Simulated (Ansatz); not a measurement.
An input meant for `CC[SiH](C)C[SiH](C)C[SiH](C)C[SiH](C)C` with charge +1 (charge 1, doublet; atoms displaced at random, 0.03 Å in each coordinate).

```yaml
crystal:
  periodic: [true, true, true]
  atoms:
    - {symbol: C, position_ang: [-4.853568, -2.880681, -0.660941]}
    - {symbol: C, position_ang: [-5.157609, -1.324528, -0.858578]}
    - {symbol: Si, position_ang: [-4.093371, -0.129053, 0.081256]}
    - {symbol: C, position_ang: [-4.197402, -0.356147, 1.866278]}
    - {symbol: C, position_ang: [-2.244388, -0.401920, -0.468872]}
    - {symbol: Si, position_ang: [-1.065891, 0.985986, 0.050116]}
    - {symbol: C, position_ang: [-1.434375, 2.571371, -0.860076]}
    - {symbol: C, position_ang: [0.709489, 0.500921, -0.266555]}
    - {symbol: Si, position_ang: [2.058533, 1.674065, 0.565889]}
    - {symbol: C, position_ang: [2.059382, 1.436774, 2.423831]}
    - {symbol: C, position_ang: [3.751914, 1.280849, -0.170040]}
    - {symbol: Si, position_ang: [4.419515, -0.530611, -0.166401]}
    - {symbol: C, position_ang: [6.266995, -0.554907, -0.264842]}
    - {symbol: C, position_ang: [3.684145, -1.486182, -1.613178]}
    - {symbol: H, position_ang: [-3.736272, -3.028564, -0.985699]}
    - {symbol: H, position_ang: [-4.837273, -3.161828, 0.339494]}
    - {symbol: H, position_ang: [-5.545683, -3.530352, -1.202363]}
    - {symbol: H, position_ang: [-6.220052, -1.142382, -0.553580]}
    - {symbol: H, position_ang: [-5.137561, -1.131594, -2.019378]}
    - {symbol: H, position_ang: [-4.543874, 1.229517, -0.321079]}
    - {symbol: H, position_ang: [-5.260668, -0.255497, 2.254002]}
    - {symbol: H, position_ang: [-3.919921, -1.399499, 2.225714]}
    - {symbol: H, position_ang: [-3.514946, 0.293340, 2.481207]}
    - {symbol: H, position_ang: [-1.894856, -1.307037, -0.095187]}
    - {symbol: H, position_ang: [-2.209718, -0.440181, -1.585558]}
    - {symbol: H, position_ang: [-1.225666, 1.258167, 1.543294]}
    - {symbol: H, position_ang: [-1.280221, 2.422433, -1.932354]}
    - {symbol: H, position_ang: [-0.784562, 3.418753, -0.537454]}
    - {symbol: H, position_ang: [-2.507793, 2.946483, -0.684967]}
    - {symbol: H, position_ang: [0.925820, -0.534927, 0.117668]}
    - {symbol: H, position_ang: [0.886694, 0.437144, -1.321263]}
    - {symbol: H, position_ang: [1.811574, 3.121771, 0.207610]}
    - {symbol: H, position_ang: [2.307505, 0.371671, 2.674500]}
    - {symbol: H, position_ang: [2.784946, 2.026214, 2.926491]}
    - {symbol: H, position_ang: [1.078840, 1.599256, 2.865163]}
    - {symbol: H, position_ang: [4.517242, 1.907043, 0.404028]}
    - {symbol: H, position_ang: [3.858519, 1.621014, -1.197086]}
    - {symbol: H, position_ang: [4.018069, -1.142869, 1.124675]}
    - {symbol: H, position_ang: [6.645180, -1.626226, -0.246767]}
    - {symbol: H, position_ang: [6.602393, -0.114529, -1.209332]}
    - {symbol: H, position_ang: [6.754439, 0.067979, 0.563719]}
    - {symbol: H, position_ang: [3.881083, -1.038081, -2.558080]}
    - {symbol: H, position_ang: [2.578773, -1.496031, -1.480301]}
    - {symbol: H, position_ang: [4.016634, -2.520202, -1.578438]}
basis:
  gaussian: {orbitals: 6-31G}
total_charge: 1
magnetization: {spin_polarized: true, initial_magnetization: 1}
hamiltonian: {xc: {name: B2PLYP}}
accuracy: high
output: {forces: true}
```

```sh
$ ansatz run in.yaml --threads 2 --pin off --events-out ev --progress --plain --max-ram 22528MiB --backend cuda --devices 0, --max-vram 18GiB
```

(1) Predict how Ansatz answers.

Results:

(1) The input was rejected before any iteration. The species is marked periodic without a cell.
```
Error: YAML parse error: error: line 2 column 3: crystal: missing field `lattice` (a structure is typed as `lattice` and `atoms`, a molecule's as `atoms` in Å alone, or read from a run's directory, `checkpoint`)
 --> <input>:2:3
1 | crystal:
2 |   periodic: [true, true, true]
3 |   atoms:
4 |     - {symbol: C, position_ang: [-4.853568, -2.880681, -0.660941]}
```
